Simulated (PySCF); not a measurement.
Be2O, SMILES [Be][O][Be] (connectivity only; charge and spin as stated), neutral, multiplicity 1. Atoms are numbered in the order given.

```xyz
3

Be     0.0000     0.0000    -1.4049
O      0.0000     0.0000     0.0000
Be     0.0000     0.0000     1.4049
```
Charge 0, spin multiplicity 1.

The structure is a stationary point at B3LYP-D3(BJ)/def2-TZVPD. A frequency run showed that this geometry is not a minimum.

Calculation: B3LYP-D3(BJ)/def2-TZVPD (PySCF 2.14.0).

Frequencies are harmonic and unscaled.

Modes within 1.5 cm⁻¹ of each other (mostly degenerate sets) share a row, with their intensities summed.

Q: List the normal modes with their intensities. (An estimate is asked for; the answer gives what the named calculation found.)

A: 
```csv
mode,ν (cm⁻¹),IR (km/mol),Raman (Å⁴/amu),depolarisation,moving atoms (share of kinetic energy)
1–2,136i,4.0,0.0,–,"O 53 %, Be 47 %"
3,1023,0.0,140.2,0.54,Be 100 %
4,1353,272.3,0.0,–,"O 53 %, Be 47 %"
```
